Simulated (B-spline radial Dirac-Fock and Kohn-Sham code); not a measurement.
**Photoelectron lines of Re⁴⁺ at 6200 eV**

System: the Re⁴⁺ ion, configuration [Xe] 4f14 5d3.

Method: the independent-particle Dirac-Slater model, thresholds from Dirac-Fock. Computed with an atomic code on a B-spline grid. The asymmetry parameter β is from the dipole term alone. Kinetic energies are from the vacuum level. Open shells are spread statistically over j, without multiplet splitting.

The last column is dσ/dΩ = σ/(4π) · [1 + β P₂(cos θ)] at θ = 90° from the polarisation vector of linearly polarised light.

```csv
subshell,electrons,binding (eV),kinetic (eV),σ (kb),β,dσ/dΩ (kb/sr)
3s,2,2997.7,3202.3,8.92,1.94,0.0218
3p1/2,2,2743.2,3456.8,12.2,1.59,0.197
3p3/2,4,2430.2,3769.8,?,?,?
3d3/2,4,2008.3,4191.7,16.4,1.28,0.471
3d5/2,6,1941.7,4258.3,22.1,1.20,0.700
4s,2,689.3,5510.7,2.45,1.94,0.00539
4p1/2,2,582.7,5617.3,2.87,1.65,0.0399
4p3/2,4,509.6,5690.4,5.16,1.74,0.0537
4d3/2,4,334.4,5865.6,3.01,1.31,0.0831
4d5/2,6,321.0,5879.0,4.02,1.20,0.128
4f5/2,6,98.82,6101.2,0.364,0.81,0.0172
4f7/2,8,96.43,6103.6,0.448,0.79,0.0216
5s,2,142.9,6057.1,0.474,1.95,0.00102
5p1/2,2,107.5,6092.5,0.473,1.66,0.00647
5p3/2,4,96.00,6104.0,0.821,1.75,0.00833
5d3/2,1.2,52.11,6147.9,0.0888,1.31,0.00245
5d5/2,1.8,51.01,6149.0,0.117,1.20,0.00376
```

Question: What are σ and β for 3p3/2?

Answer: σ = 22.9 kb, the largest of all subshells and 22 % of the total, and β = 1.68, which gives dσ/dΩ = 0.295 kb/sr.

Run: 6.9 s of CPU time on 1 thread of Intel(R) Xeon(R) Platinum 8488C (shared host), peak memory 0.45 GiB.
